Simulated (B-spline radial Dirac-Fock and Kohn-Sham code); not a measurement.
Calculated with an atomic code on a B-spline grid, using Dirac-Hartree-Slater photoionisation with all multipoles and Dirac-Fock thresholds. Kinetic energies are from the vacuum level. Open shells are spread statistically over j, without multiplet splitting. Without correlation, outer binding energies are uncertain by a few eV, most for open f shells.

Q: A free atom or ion in its tabulated ground configuration is ionised with Cr Kα (5414.7 eV) photons and gives these photoelectron lines. Identify it and assign the lines.

```tsv
kinetic energy (eV)	relative cross section
2173.5	29.8
2440.1	42.4
2796.6	84.1
3236.1	73.9
3311.7	100.0
4656.1	8.7
4769.0	10.6
4853.5	19.6
5038.7	13.3
5054.4	17.9
5255.2	1.8
5291.6	2.1
5293.5	1.8
5294.6	2.6
5307.5	3.3
5357.6	0.73
5359.1	0.97
```

A: Ir⁴⁺, [Xe] 4f14 5d5. Binding energies are hν less the kinetic energy: 3s 3241.2 eV, 3p1/2 2974.6 eV, 3p3/2 2618.1 eV, 3d3/2 2178.6 eV, 3d5/2 2103.0 eV, 4s 758.6 eV, 4p1/2 645.7 eV, 4p3/2 561.2 eV, 4d3/2 376.0 eV, 4d5/2 360.3 eV, 5s 159.5 eV, 4f5/2 123.1 eV, 5p1/2 121.2 eV, 4f7/2 120.1 eV, 5p3/2 107.2 eV, 5d3/2 57.14 eV, 5d5/2 55.63 eV.
